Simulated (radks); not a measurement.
Calculated with a radial shooting solver on a logarithmic mesh with Libxc functionals: non-relativistic Kohn-Sham, BLYP, spin-polarised, spherical densities, point nucleus; open shells are filled with parallel spins first. Each species is in its NIST ground configuration. Rank C, Ne, Be, Li, N, B, F, O by radius at which the density is 0.001 e/bohr^3 (bohr), largest first.

Answer. Li 4.13, Be 4.13, B 3.90, C 3.65, N 3.43, O 3.29, F 3.14, Ne 2.99.
